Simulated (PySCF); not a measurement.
AlH2, SMILES [AlH2+], charge +1.

Coordinates come from a B3LYP-D3(BJ)/def2-TZVPD optimisation. The multiplicity is an assumed one; other spin states were not compared. The isomer is the one that the SMILES or the coordinates give; other isomers of the formula were not compared.

The numbers are results of TDA-B3LYP/def2-TZVPD (PySCF 2.14.0), not measurements.

Vertical excitations; the highest root listed may be one member of a degenerate set. The molecule is in vacuum. State labels are in the subgroup D2h.

Computed UV-visible absorptions:
| state | symmetry | energy (eV) | λ (nm) | f | main pairs |
|---|---|---|---|---|---|
| S1 | B3g | 6.30 | 197 | 0.000 | HOMO→LUMO (degenerate set) |
| S2 | B2g | 6.30 | 197 | 0.000 | HOMO→LUMO+1 (degenerate set) |
| S3 | B1u | 9.41 | 132 | 1.108 | HOMO→LUMO+2 96 % |
| S4 | B2u | 9.53 | 130 | 0.307 | HOMO−1→LUMO (degenerate set) |
| S5 | B3u | 9.53 | 130 | 0.307 | HOMO−1→LUMO+1 (degenerate set) |
| S6 | Ag | 10.58 | 117 | 0.000 | HOMO−1→LUMO+2 96 % |
| S7 | B1u | 11.30 | 110 | 0.055 | HOMO→LUMO+3 99 % |
| S8 | B3u | 12.08 | 103 | 0.678 | HOMO→LUMO+4 (degenerate set) |
| S9 | B2u | 12.08 | 103 | 0.678 | HOMO→LUMO+5 (degenerate set) |
| S10 | B1u | 12.12 | 102 | 0.000 | HOMO→LUMO+6 99 % |
| T1 | B3g | 5.70 | 218 | 0 | HOMO→LUMO (degenerate set) |
| T2 | B2g | 5.70 | 218 | 0 | HOMO→LUMO+1 (degenerate set) |
| T3 | B1u | 5.80 | 214 | 0 | HOMO→LUMO+2 99 % |
| T4 | B2u | 7.72 | 161 | 0 | HOMO−1→LUMO 97 % |
Triplets are in the Tamm–Dancoff approximation.
